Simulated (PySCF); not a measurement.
**How methods differ on the excitation energy of Cu²⁺**

Cu²⁺ [Ar] 3d9 (2D) → Cu²⁺ [Ar] 3d8 4p1 (high-spin determinant), as a difference of total energies. Computed with PySCF 2.14 in aug-cc-pwCVTZ-DK (10s9p7d4f3g, 127 functions), with scalar relativity by spin-free X2C-1e. Correlated levels: valence: [Ar] frozen; valence and next inner shell: [Ne] frozen; nothing frozen. The calculations carry no spin-orbit coupling.

```json
{"method": "UHF", "excitation energy (cm⁻¹)": "104510"}
{"method": "LDA", "excitation energy (cm⁻¹)": "123770"}
{"method": "PBE", "excitation energy (cm⁻¹)": "119000"}
{"method": "PBE0", "excitation energy (cm⁻¹)": "117370"}
{"method": "r2SCAN", "excitation energy (cm⁻¹)": "113750"}
{"method": "PW91", "excitation energy (cm⁻¹)": "119300"}
{"method": "BHandHLYP", "excitation energy (cm⁻¹)": "115020"}
{"method": "BP86", "excitation energy (cm⁻¹)": "119200"}
{"method": "MP2 (valence)", "excitation energy (cm⁻¹)": "122790"}
{"method": "SCS-MP2 (valence)", "excitation energy (cm⁻¹)": "122120"}
{"method": "MP2 (valence and next inner shell)", "excitation energy (cm⁻¹)": "126920"}
{"method": "SCS-MP2 (valence and next inner shell)", "excitation energy (cm⁻¹)": "124940"}
{"method": "MP2 (all electrons)", "excitation energy (cm⁻¹)": "127150"}
{"method": "SCS-MP2 (all electrons)", "excitation energy (cm⁻¹)": "125050"}
```

A first-order spin-orbit estimate (lowest level to lowest level, LS coupling) adds -0.020 eV.

The determinant of the upper state mixes LS terms, which raises its energy above the lowest term, most at the Hartree-Fock and MP2 levels.
